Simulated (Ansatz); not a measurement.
`CO[SiH](F)[SiH3]` + H₂ → `CO[SiH2]F` + SiH₄ at 500 K and 1 bar (hydrogenolysis of the Si–Si bond).

Program: Ansatz. Geometries: PBE0-D4/def2-TZVP. ΔE: electronic, gas phase. CCSD(T)/CBS is the MP2 limit (def2-TZVPP, def2-QZVPP) plus CCSD(T) − MP2 in def2-TZVPP, frozen cores. This one scheme is used for every species. One conformer a species, not always the lowest.

```json
{"species": "`CO[SiH](F)[SiH3]`", "CCSD(T)/CBS energy (Eh)": "-795.47815", "H − E (kJ/mol)": "262.6", "S (J/(mol·K))": "456.6"}
{"species": "H₂", "CCSD(T)/CBS energy (Eh)": "-1.17544", "H − E (kJ/mol)": "41.0", "S (J/(mol·K))": "145.5"}
{"species": "`CO[SiH2]F`", "CCSD(T)/CBS energy (Eh)": "-505.20189", "H − E (kJ/mol)": "202.7", "S (J/(mol·K))": "369.3"}
{"species": "SiH₄", "CCSD(T)/CBS energy (Eh)": "-291.46306", "H − E (kJ/mol)": "102.4", "S (J/(mol·K))": "230.9"}
```

H − E and S are ideal-gas, rigid-rotor, harmonic terms from PBE0-D4/def2-TZVP, for one conformer and one mirror image of each species. The MP2-based limit puts H₂ 0.8 mEh under its directly extrapolated value; such offsets cancel only in part. 1 Eh = 2625.50 kJ/mol, R = 8.31446 J/(mol·K).

**Question.** By hand: ΔE, ΔH, ΔS and ΔG.

**Answer.** ΔE = (-505.20189) + (-291.46306) − (-795.47815) − (-1.17544) = -0.01136 Eh = -29.8 kJ/mol. Δ(H − E) = 202.7 + 102.4 − 262.6 − 41.0 = 1.5, so ΔH = -28.3 kJ/mol. ΔS = 369.3 + 230.9 − 456.6 − 145.5 = -1.9 J/(mol·K). ΔG = -28.3 − 500 × (-1.9)/1000 = -27.4 kJ/mol.

**Question.** By hand: the equilibrium constant, and the temperature at which ΔG would vanish if ΔH and ΔS stayed fixed.

**Answer.** log₁₀ K = −ΔG/(RT ln 10) = 2.9. ΔG = 0 at ΔH/ΔS = 14895 K, far beyond where these terms or the molecules hold.

The number of gas molecules stays the same, so ΔS is small and ΔH decides. A doubt of 5 kJ/mol in ΔE shifts log₁₀ K by 0.5 here. Other conformers and mirror images would add mixing entropy, several J/(mol·K) or more a flexible species. These are equilibria of isolated gas molecules and say nothing of rates. Largest T1 diagnostic: 0.012 (customary marks: 0.02 for closed shells, 0.045 for open ones).
